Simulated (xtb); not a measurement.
Job for xtb: GFN1-xTB on CH5F2N (a complex), monomers drawn apart or pushed together.

```
$ xtb mol.xyz --gfn 1 --sp --chrg 0 --uhf 0
9

N     -0.00899791    -0.09882619    -0.11896574
H     -1.02158851    -0.08224058    -0.17192577
H      0.31877598     0.83279346    -0.34891244
H      0.32127543    -0.72331527    -0.84607353
F     -1.04532175    -0.47597452     3.37437177
C      0.27740604    -0.37067515     3.03991028
F      0.72679889     0.84825167     3.46838200
H      0.36786624    -0.41973711     1.95404987
H      0.82758528    -1.14546744     3.57732618
```

The head of its log:

```
[...]
           -------------------------------------------------
          |                Calculation Setup                |
           -------------------------------------------------



molecular fragmentation (1/2 indicates fragments):
111122222
# atoms in fragment 1/2:     4     5
 fragment masses (1/2) :       17.03       52.02
CMA distance (Bohr)    :   6.591
constraining FC (au)   :  0.0500

           -------------------------------------------------
          |                 G F N 1 - x T B                 |
           -------------------------------------------------

        Reference                      10.1021/acs.jctc.7b00118
      * Hamiltonian:
        H0-scaling (s, p, d)           1.850000    2.250000    2.000000
        zeta-weighting                 0.000000
      * Dispersion:
        s8                             2.400000
        a1                             0.630000
        a2                             5.000000
        s9                             0.000000
      * Repulsion:
        kExp                           1.500000
        rExp                           1.000000
      * Coulomb:
        alpha                          2.000000
        third order                    atomic
        anisotropic                    false
      * Halogen bond correction:
        rad-scale                      1.300000
        damping                        0.440000


          ...................................................
          :                      SETUP                      :
          :.................................................:
          :  # basis functions                  26          :
          :  # atomic orbitals                  26          :
          :  # shells                           18          :
          :  # electrons                        28          :
          :  # halogen bonds                     0          :
          :  max. iterations                   250          :
          :  Hamiltonian                  GFN1-xTB          :
          :  restarted?                      false          :
          :  GBSA solvation                  false          :
          :  PC potential                    false          :
          :  electronic temp.          300.0000000     K    :
          :  accuracy                    1.0000000          :
          :  -> integral cutoff          0.2500000E+02      :
          :  -> integral neglect         0.1000000E-07      :
          :  -> SCF convergence          0.1000000E-05 Eh   :
          :  -> wf. convergence          0.2000000E-04 e    :
          :  Broyden damping             0.4000000          :
          :  net charge                          0          :
          :  unpaired electrons                  0          :
          ...................................................

 iter      E             dE          RMSdq      gap      omega  full diag
   1    -18.3659633 -0.183660E+02  0.563E+00    7.06       0.0  T
   2    -18.4101860 -0.442227E-01  0.331E+00    7.48       1.0  T
```

Question: What total energy does the run end on?

Answer: -18.3119 hartree.
